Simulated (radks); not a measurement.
Question: Method: non-relativistic Kohn-Sham, PBE, spin-polarised, spherical densities, point nucleus; open shells are filled with parallel spins first; computed with a radial shooting solver on a logarithmic mesh with Libxc functionals. Response by self-consistent Sternheimer equations with the Hartree and adiabatic LDA kernel. Rank Kr5+, Kr+, Kr4+, Kr3+, Kr, Kr6+, Kr2+ (NIST ground configurations) by static dipole polarisability, largest first.

Answer: Kr 18.12, Kr+ 11.04, Kr2+ 7.580, Kr3+ 5.550, Kr4+ 4.324, Kr5+ 3.470, Kr6+ 2.867 bohr^3.
